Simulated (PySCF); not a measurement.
# Correlation energy of Xe²⁺ (xenon, charge +2)

[Kr] 4d10 5s2 5p4, high-spin 3P determinant. Computed with PySCF 2.14 in dyall-av2z (22s16p12d, 130 functions), with no relativity, point nucleus. Frozen: [Kr] 4d10; 6 electrons correlated; the 62 highest virtual orbitals of each spin left out.

| level | correlation energy (mhartree) |
| --- | --- |
| CCSD | -85.99 |
| (T) | -1.20 |
| CCSD(T) | -87.19 |

Diagnostics: T1 = 0.0070, D1 = 0.0234, largest double amplitude 0.046.

Is a single reference adequate?

Yes, within this model without spin-orbit coupling: T1 lies below 0.03 and no double amplitude reaches 0.07.
